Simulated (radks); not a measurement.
Problem. Neutral germanium, 32 electrons, occupied as [Ar] 3d10 4s2 4p2. All-electron calculation, Dirac Kohn-Sham, exchange-only PBE, spin-unpolarised, spherical densities, finite nucleus; open shells fill j = l - 1/2 first; Fermi nuclear charge, rms radius 4.0742 fm. Program: a radial shooting solver on a logarithmic mesh with Libxc functionals.

Spin-orbit splittings of the eigenvalues, e(l+1/2) - e(l-1/2), with zeta = 2 splitting/(2l+1) and mean radii in bohr:

| shell | occ. | splitting (eV) | zeta (eV) | <r> j=l-1/2 | <r> j=l+1/2 |
|---|---|---|---|---|---|
| 2p | 6 | 31.88 | 21.26 | 0.1812 | 0.1848 |
| 3p | 6 | 4.281 | 2.854 | 0.6400 | 0.6507 |
| 3d | 10 | ? | ? | 0.7348 | 0.7403 |
| 4p | 2 | 0.1769 | 0.1179 | 2.976 | 3.049 |

Estimate the 3d splitting.

Solution. 0.5844 eV (zeta = 0.2338 eV).
